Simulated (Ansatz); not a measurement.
Ansatz results at the PBE0-D4/def2-TZVP geometry: LUMO energy (PBE0/def2-TZVPP) -0.21 eV; HOMO energy (B3LYP/def2-TZVPP) -7.12 eV; HOMO energy (PBE/def2-TZVPP) -6.10 eV.

Each molecule was computed in one conformer, which needn't be the lowest.

(1) Which molecule gave them?
A. `[SiH3][CH2][AlH][S][SiH3]`
B. `[BH]1[AlH][O][GeH2]1`
C. `C=[N][SnH3]`
D. `CC(F)(S)S`

Results:

(1) D. The others give `[BH]1[AlH][O][GeH2]1`: -3.21, -6.69, -5.84; `C=[N][SnH3]`: -0.54, -6.59, -5.50; `[SiH3][CH2][AlH][S][SiH3]`: -1.25, -7.46, -6.57.

B3LYP here is the variant with VWN-RPA as its local correlation; programs differ in this.
